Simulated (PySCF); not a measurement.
C₁₀H₇N₃, SMILES C1=CC2=NC=CC3=CC=NC(=C1)N32. Atoms are numbered in the order given.

```xyz
20

C      0.0000     0.0000     2.7811
C      0.0000     1.2107     2.0889
C      0.0000     1.2423     0.6768
N      0.0000     2.4270     0.0254
C      0.0000     2.4167    -1.3088
C      0.0000     1.2542    -2.0789
C      0.0000     0.0000    -1.4247
C      0.0000    -1.2542    -2.0789
C      0.0000    -2.4167    -1.3088
N      0.0000    -2.4270     0.0254
C      0.0000    -1.2423     0.6768
C      0.0000    -1.2107     2.0889
N      0.0000     0.0000    -0.0183
H      0.0000     0.0000     3.8816
H      0.0000     2.1869     2.5882
H      0.0000     3.4050    -1.8038
H      0.0000     1.2778    -3.1759
H      0.0000    -1.2778    -3.1759
H      0.0000    -3.4050    -1.8038
H      0.0000    -2.1869     2.5882
```

Geometry optimised at PBE-D3(BJ)/def2-SVP.

The numbers are results of SMD-ωB97X/def2-SVP run with PySCF, not measurements.

Solvation free energies are E(SMD) − E(gas) at the gas-phase geometry, for 1 M in both phases. In vacuum the dipole moment is 1.17 D.

```json
[
 {"solvent": "water", "ΔG(solv) (kcal/mol)": "___", "its non-electrostatic (CDS) part": "___", "dipole (D)": "___"},
 {"solvent": "dimethylsulfoxide", "ΔG(solv) (kcal/mol)": "-10.7", "its non-electrostatic (CDS) part": "-1.5", "dipole (D)": "1.91"},
 {"solvent": "dichloromethane", "ΔG(solv) (kcal/mol)": "-13.4", "its non-electrostatic (CDS) part": "-5.6", "dipole (D)": "1.76"}
]
```

What belongs in the gaps? (Estimate from the structure and the level; the computed values follow.)


- water, ΔG(solv) (kcal/mol): -8.1
- water, its non-electrostatic (CDS) part: 1.2
- water, dipole (D): 1.92
